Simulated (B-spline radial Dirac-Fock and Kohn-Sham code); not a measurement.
These are calculated numbers from a B-spline atomic structure program; the model is the Dirac equation of a negative muon with reduced mass in the field of a spherical finite nucleus, with the Uehling potential to all orders; nuclear polarisation, deformation, hyperfine structure, self-energy, higher-order vacuum polarisation, relativistic recoil and electron screening are left out. The nuclear charge is a Fermi distribution (skin thickness 2.3 fm).

Problem. A muonic atom of atomic mass 121.92 u emits these computed lines: 2p3/2 → 1s1/2 3915 keV, 3d5/2 → 2p3/2 1185 keV, 4f7/2 → 3d5/2 418.4 keV, 5g9/2 → 4f7/2 192.8 keV. Which element is it, and what rms charge radius was used?

Solution. Cesium (Z = 55, nuclide ¹²²Cs); the high transitions hardly feel the nucleus and fix Z. The 2p → 1s line lies 2812 keV below the value for a point nucleus without QED, which for this nuclear model gives a radius near 4.78 fm (4.7773 fm was used).
